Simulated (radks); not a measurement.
Ionisation of the technetium ion Tc3+, [Kr] 4d4, to [Kr] 4d3 as the strength of local exchange is varied. Calculated with a radial shooting solver on a logarithmic mesh with Libxc functionals: scalar-relativistic Kohn-Sham, Slater X-alpha exchange (alpha = 2/3 is LDA exchange), no correlation, spin-polarised, spherical densities, finite nucleus; open shells are filled with parallel spins first (spin-orbit coupling, left out, can overturn this in heavy ions); Fermi nuclear charge, rms radius 4.4112 fm.

| alpha | E(Tc3+) (hartree) | exchange (hartree) | IE (eV) | -e of the level emptied (eV) | <r> of it (bohr) |
|---|---|---|---|---|---|
| 0.667 | -4275.60415 | -119.24646 | 42.075 | 35.329 (4d) | 1.526 |
| 0.668 | -4275.78324 | -119.42994 | 42.098 | 35.350 (4d) | 1.526 |
| 0.877 | -4313.36665 | -158.08482 | 46.929 | 39.951 (4d) | 1.458 |
| 1.008 | -4337.08052 | -182.62494 | 50.114 | 43.002 (4d) | 1.419 |
| 1.014 | -4338.16955 | -183.75466 | 50.262 | 43.145 (4d) | 1.417 |

NIST Atomic Spectra Database: 41 +/- 1.7 eV (theoretical). The central value is not met in this range of alpha. Open shells are spherical and high-spin; term and fine-structure splittings are not resolved.
